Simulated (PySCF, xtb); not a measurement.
C3H7FSi, SMILES C1C(C[SiH2]1)F.

Coordinates come from a ωB97X-D3(BJ)/def2-SVP optimisation. This is a generated structure with no PubChem entry under its InChIKey; it may be hypothetical.

Level of theory: C-PCM-B3LYP/def2-SVP (PySCF 2.14.0).

The values are the electrostatic part of the solvation free energy, E(continuum) − E(gas) at the gas-phase geometry, in a cavity of scaled van der Waals radii (PySCF's table); cavitation and dispersion terms are not included. In vacuum the orbital gap is 8.69 eV. The dipole moment in vacuum is 1.42 D.

Computed values in water (ε = 78.36), chloroform (ε = 4.71), ethanol (ε = 24.85):
| solvent | ε | ΔG(elec) (kcal/mol) | dipole (D) | gap (eV) |
|---|---|---|---|---|
| water | 78.36 | -2.3 | 1.69 | 8.76 |
| chloroform | 4.71 | -1.8 | 1.62 | 8.75 |
| ethanol | 24.85 | -2.3 | 1.68 | 8.76 |

For comparison, GFN2-xTB/ALPB(water) (xtb, at the GFN2-xTB geometry, all terms of that model) gives -2.3 kcal/mol.
